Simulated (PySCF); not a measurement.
## LiAs and its ions

UHF; Li pcseg-1, As pcseg-1; no relativity (PySCF 2.14). Neutral (UHF): triplet (π ↑↑), Re = 2.459 Å, ωe = 442 cm⁻¹, De = 0.65 eV, HOMO -6.45 eV, LUMO -0.05 eV.

LiAs⁺ (UHF): quartet (σ ↑, π ↑↑), Re = 2.844 Å, ωe = 211 cm⁻¹, De = 0.34 eV to Li⁺ + As. The energies at the minima are -2241.35699 hartree for LiAs and -2241.14996 for LiAs⁺.

Problem. Work out the adiabatic ionisation energy, without and with harmonic zero-point energies (1 hartree = 27.2114 eV, 1 eV = 8065.5 cm⁻¹), and the change of the bond length.

Solution. At UHF: 0.20703 hartree = 5.634 eV between the minima; the zero-point term (211.0 − 442.0)/2 cm⁻¹ = -0.014 eV makes it 5.619 eV. Re changes by +38.5 pm against the neutral. The electron leaves a σ orbital, and the ion is left as a loose complex of an ion and an atom.

Spin–orbit coupling is left out. For an ion De counts to the pair picked by the measured ionisation energies or electron affinities, which need not be the lowest pair at this level. Hartree–Fock leaves out correlation, which carries a large part of most bond energies and some tenths to 1 eV of ionisation energies. States were picked by a PBE0 search and need not be the measured ground states.
